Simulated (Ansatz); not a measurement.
`O[SiH2][O][AlH2]` + `[SiH3]S` → `O[SiH2]S[SiH3]` + `[OH][AlH2]`  (ligand exchange at the Si–O bond)

Computed with Ansatz on PBE0-D4/def2-TZVP structures; ΔE is electronic, products minus reactants. CBS: MP2 limit from def2 TZ/QZ plus the TZ coupled-cluster correction, frozen cores. This one scheme is used for every species. DFT in def2-TZVPP. B3LYP here is the variant with VWN-RPA as its local correlation; programs differ in this. One conformer a species, not always the lowest.

(1) Is it downhill or uphill in electronic energy at CCSD(T)/CBS, and by how much? (Estimate.)

(2) What do these levels give: r2SCAN-D4, B3LYP-D4, ωB97M-V, PBE, PBE0, B3LYP, HF/def2-TZVPP, MP2/def2-TZVPP, CCSD(T)/def2-TZVPP, HF/def2-QZVPP, MP2/def2-QZVPP, HF/CBS(def2)? (Best estimate.)

Largest T1 diagnostic among the species: 0.012.

Results:

(1) The calculation gave: Uphill: ΔE = +56.9 kJ/mol.

(2) The calculation gave: r2SCAN-D4 53.1, B3LYP-D4 58.7, ωB97M-V 56.4, PBE 44.3, PBE0 50.3, B3LYP 65.8, HF/def2-TZVPP 85.0, MP2/def2-TZVPP 56.0, CCSD(T)/def2-TZVPP 60.9, HF/def2-QZVPP 87.3, MP2/def2-QZVPP 54.5, HF/CBS(def2) 87.6 kJ/mol.

From PBE to PBE0 (25 % exact exchange), in def2-TZVPP and without D4, ΔE moves by +6.0 kJ/mol. In def2-TZVPP, CCSD(T) changes the Hartree–Fock value by −24.1 kJ/mol (the triples alone add −4.9 kJ/mol) and MP2 by −29.0 kJ/mol. The D4 term adds −7.1 kJ/mol with B3LYP and −3.8 kJ/mol with PBE0; it sums over pairs of atoms, weighted by their polarisabilities, and B3LYP, whose exchange is more repulsive, gets the larger term.
